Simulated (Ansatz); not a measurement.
Reaction R1 → P1 + 4 P2, each structure at its B3LYP-D3(BJ)/def2-TZVP stationary point, reached from a drawn start (curvature not checked).
P1, AuF (SMILES [F][Au]) (charge 0, multiplicity 1):
```xyz
2

Au     0.00000     0.00000    -0.97800
F      0.00000     0.00000     0.97800
```
R1, AuF5 (SMILES [F][Au]([F])([F])([F])[F]) (charge 0, multiplicity 1):
```xyz
6

Au     0.000     0.000    -0.229
F      1.901     0.000    -0.352
F     -1.901     0.000    -0.352
F      0.000     1.901    -0.352
F      0.000    -1.901    -0.352
F      0.000     0.000     1.638
```
P2: F atom, charge 0, multiplicity 2.

P less R. No zero-point or thermal terms; singlets are restricted closed shells; open shells are unrestricted; no spin–orbit coupling. The spin states of the d-block species are the ones drawn and need not be the lowest.

Correlated levels freeze the cores.

The values were computed with Ansatz (a first-principles code) with Gaussian orbitals. All values are computed, each at the level named. Elements past Kr take the def2 small-core potentials, without spin–orbit coupling.

Q: Predict the reaction energy from CCSD(T)/def2-TZVPP.

A: 5.99 eV

Q: Predict the reaction energy from CCSD/def2-SVP.

A: 4.11 eV

Q: What reaction energy does CCSD/def2-TZVPP give?

A: 4.96 eV
